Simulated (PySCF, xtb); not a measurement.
phosphoric acid (H3O4P), SMILES O=P(O)(O)O. One conformer was computed; it need not be the lowest.

Harmonic wavenumbers (cm⁻¹) from GFN2-xTB (xtb 6.7.1) at its own minimum, in rising order: 200, 206, 228, 351, 352, 404, 418, 419, 796, 839, 840, 895, 896, 944, 1269, 3635, 3637, 3650.

**Question.** What does PBE-D3(BJ)/def2-SVP (PySCF) give at its own minimum? (The exact figures need the calculation; the answer reports its results.)

**Answer.** 137, 137, 304, 355, 355, 422, 422, 429, 792, 888, 888, 1001, 1009, 1009, 1279, 3713, 3713, 3715. Paired by order, the mean absolute difference is 48 cm⁻¹ and the zero-point energies are 28.6 and 29.4 kcal/mol.
